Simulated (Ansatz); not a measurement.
Reaction (ligand exchange at the Si–O bond): `B[SiH2]O[SiH2]F` + CH₃OH → `B[SiH2]OC` + `O[SiH2]F`

Gas-phase electronic energies from Ansatz, PBE0-D4/def2-TZVP geometries. CCSD(T)/CBS adds triple-zeta CCSD(T) − MP2 to the extrapolated MP2 energy (def2 sets, frozen cores). This one scheme is used for every species. DFT in def2-TZVPP. B3LYP here is the variant with VWN-RPA as its local correlation; programs differ in this. Each species was taken in one conformer, which may not be the lowest.

`B[SiH2]O[SiH2]F`:

```xyz
11

B    -0.900    0.785    1.663
Si    0.455   -0.574    1.089
O     0.612   -0.755   -0.544
Si    0.220   -0.131   -1.982
F     0.644    1.407   -2.031
H    -1.572    1.419    0.903
H    -1.059    0.979    2.834
H     0.079   -1.903    1.651
H     1.788   -0.207    1.644
H    -1.244   -0.178   -2.196
H     0.977   -0.842   -3.032
```

CH₃OH:

```xyz
6

C    -0.306    0.156   -0.096
O     0.991   -0.368   -0.265
H    -0.629    0.531   -1.067
H    -0.330    0.990    0.616
H    -1.025   -0.605    0.232
H     1.298   -0.703    0.580
```

`B[SiH2]OC`:

Z-matrix (Å, degrees):
```
Si
O 1 1.649
B 1 1.999 2 111.2
H 1 1.498 2 110.0 3 121.8
H 1 1.498 2 109.9 3 -121.9
C 2 1.407 1 122.1 3 179.9
H 3 1.195 1 123.5 2 0.3
H 3 1.197 1 118.8 2 -179.8
H 6 1.097 2 111.5 1 61.2
H 6 1.097 2 111.5 1 -60.2
H 6 1.091 2 108.4 1 -179.5
```

`O[SiH2]F`:

Cartesian coordinates in Å:
```
O 0.204 -0.712 -1.035
Si 0.028 0.063 0.388
F -1.513 0.339 0.701
H 0.043 -0.234 -1.849
H 0.553 -0.846 1.423
H 0.685 1.391 0.372
```

Q: Is it downhill or uphill in electronic energy at CCSD(T)/CBS, and by how much? (Best estimate.)

A: The calculation gave: Uphill: ΔE = +3.7 kcal/mol.

Q: What do these levels give: PBE0-D4, ωB97X-V, ωB97M-V, B3LYP, MP2/def2-QZVPP, CCSD/CBS(def2)? (Estimate.)

A: The calculation gave: PBE0-D4 3.4, ωB97X-V 3.3, ωB97M-V 3.2, B3LYP 3.0, MP2/def2-QZVPP 3.3, CCSD/CBS(def2) 4.0 kcal/mol.

Largest T1 diagnostic among the species: 0.012.

In def2-TZVPP, CCSD(T) changes the Hartree–Fock value by −1.3 kcal/mol (the triples alone add −0.3 kcal/mol) and MP2 by −1.7 kcal/mol. From PBE to PBE0 (25 % exact exchange), in def2-TZVPP and without D4, ΔE moves by +0.7 kcal/mol.
